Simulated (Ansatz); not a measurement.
Computed with Ansatz on PBE0-D4/def2-TZVP structures; ΔE is electronic, products minus reactants. CCSD(T)/CBS adds triple-zeta CCSD(T) − MP2 to the extrapolated MP2 energy (def2 sets, frozen cores). This one scheme is used for every species, atoms too. DFT in def2-TZVPP. B3LYP here is the variant with VWN-RPA as its local correlation; programs differ in this. Open shells (•) are unrestricted, without spin–orbit coupling. Spin–orbit coupling would lower the free atoms: a little for C, Cl, O, Si. One conformer a species, not always the lowest.

Consider the atomization: `O[SiH](O)/C=C\[SiH2]Cl` → 2 C• + Cl• + 7 H• + 2 O• + 2 Si•.

`O[SiH](O)/C=C\[SiH2]Cl`:

Cartesian coordinates in Å:
```
O -2.927 -0.013 0.101
Si -1.456 0.696 -0.033
O -0.627 0.238 -1.384
C -0.291 0.180 1.307
C 0.947 -0.273 1.078
Si 1.844 -0.475 -0.558
Cl 3.773 -1.011 0.008
H -2.955 -0.964 0.219
H -1.765 2.143 -0.068
H -0.840 0.629 -2.233
H -0.631 0.238 2.341
H 1.555 -0.565 1.936
H 1.364 -1.601 -1.387
H 2.008 0.777 -1.326
```

```tsv
level	ΔE (kcal/mol)
PBE-D4	1299.5
PBE0-D4	1278.2
B3LYP-D4	1278.4
B2PLYP	1266.9
r2SCAN	1284.5
PBE0	1270.0
B3LYP	1262.9
HF/def2-TZVPP	938.7
```

Q: What does CCSD(T)/CBS give? (Best estimate.)

A: Ansatz gave: +1288.2 kcal/mol. The listed levels differ from it by 11.3, -10.0, -9.8, -21.3, -3.7, -18.2, -25.3, -349.5 kcal/mol.

Largest T1 diagnostic among the species: 0.012.

In def2-TZVPP, CCSD(T) changes the Hartree–Fock value by +311.8 kcal/mol (the triples alone add +20.1 kcal/mol) and MP2 by +339.8 kcal/mol; breaking electron pairs costs correlation energy, which Hartree–Fock lacks. The D4 term adds +15.5 kcal/mol with B3LYP and +8.2 kcal/mol with PBE0; it sums over pairs of atoms, weighted by their polarisabilities, and B3LYP, whose exchange is more repulsive, gets the larger term.

For atomizations the MP2-based limit and the directly extrapolated one differ by several kJ/mol either way, and by 10 to 25 for some Ge, Se and Sn compounds, so smaller differences from it don't rank the levels.
